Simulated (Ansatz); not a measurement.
Species: AlH3S2, charge 0, singlet. AlH3S2 (SMILES [SH][AlH][SH]).
B3LYP-D3(BJ)/def2-TZVP minimum from Ansatz (a program for electronic structure):
```xyz
6

Al    -0.5780    -0.3373     0.3316
H     -1.7924    -1.0461     1.0285
S      1.4447    -0.4112     1.1578
H      1.0672    -1.1591     2.2100
S     -0.7975     0.7890    -1.5292
H     -2.1180     0.5458    -1.6071
```

Hartree-Fock and CCSD(T) correlation energies in hartree (Ansatz). Open shells are spin-unrestricted; no spin-orbit coupling. Correlated methods leave the cores frozen. No relativity.

```tsv
basis	X	E(HF)	E(corr, CCSD(T))
cc-pV(T+d)Z	3	-1038.87185	-0.49972
cc-pV(Q+d)Z	4	-1038.88133	-0.53513
cc-pV(5+d)Z	5	-1038.88308	withheld
```

### Question
Fit E(corr) = E∞ + A/X³ to X = 3 and 4, predict X = 5, and compare with the run.

### Answer
A = (-0.49972 - (-0.53513))/(1/27 - 1/64) = 1.6537; E∞ = -0.53513 - A/64 = -0.56097; at X = 5, E∞ + A/125 = -0.54774. The run gave -0.54672, 1.02 mEh above the prediction. The same form on X = 4 and 5 gives E∞ = -0.55888, 2.09 mEh above the first estimate.
